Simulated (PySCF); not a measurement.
Species: C₃H₇ClSi.
Atom-mapped SMILES: `[SiH3:1][CH2:2]/[CH:3]=[CH:4]\[Cl:5]` (hydrogens: H6, H7, H8 on Si1; H9, H10 on C2; H11 on C3; H12 on C4)

Method used: PBE0-D3(BJ)/def2-SVP geometry optimisation, gas phase in PySCF.

Some entries are withheld. Bonds in one row agree within 0.01 Å.

```json
{"coordinate": "Si1–C2", "value": "?"}
{"coordinate": "C2–C3", "value": "?"}
{"coordinate": "C3=C4", "value": "?"}
{"coordinate": "C4–Cl5", "value": "1.730 Å"}
{"coordinate": "Si1–H6, Si1–H7, Si1–H8", "value": "1.494 Å"}
{"coordinate": "C2–H9, C2–H10", "value": "1.102 Å"}
{"coordinate": "C3–H11", "value": "1.096 Å"}
{"coordinate": "C4–H12", "value": "1.091 Å"}
{"coordinate": "C2–Si1–H6", "value": "109.9°"}
{"coordinate": "H6–Si1–H7", "value": "108.7°"}
{"coordinate": "Si1–C2–C3", "value": "111.4°"}
{"coordinate": "Si1–C2–H9", "value": "?"}
{"coordinate": "C3–C2–H9", "value": "110.8°"}
{"coordinate": "H9–C2–H10", "value": "108.0°"}
{"coordinate": "C2–C3–C4", "value": "126.3°"}
{"coordinate": "C2–C3–H11", "value": "117.9°"}
{"coordinate": "C4–C3–H11", "value": "115.8°"}
{"coordinate": "C3–C4–Cl5", "value": "123.1°"}
{"coordinate": "C3–C4–H12", "value": "?"}
{"coordinate": "Cl5–C4–H12", "value": "?"}
```

Estimate the withheld lengths and angles.

- Si1–C2 = 1.899 Å, drawn single (SiH3 silicon to sp3 carbon bound to silicon); 0.03 Å above the sum of covalent radii, 1.87 Å.
- C2–C3 = 1.488 Å, drawn single (sp3 carbon bound to silicon to alkene CH carbon); equal to the sum of covalent radii, 1.49 Å.
- C3=C4 = 1.336 Å, drawn double (alkene CH carbon to vinylic C–Cl carbon); 0.12 Å below the sum of covalent radii, 1.46 Å.
- Si1–C2–H9 = 107.6°, at the sp3 carbon bound to silicon; the outer atoms are 2.466 Å apart.
- C3–C4–H12 = 123.3°, at the vinylic C–Cl carbon; the outer atoms are 2.139 Å apart.
- Cl5–C4–H12 = 113.5°, at the vinylic C–Cl carbon; the outer atoms are 2.386 Å apart.

Radii are Cordero's, carbon taken as 0.76, 0.73 or 0.69 Å for four, three, and two or fewer neighbours.

No frequency check. The numbers are those of one conformer (Si1–C2–C3–C4 -92°).
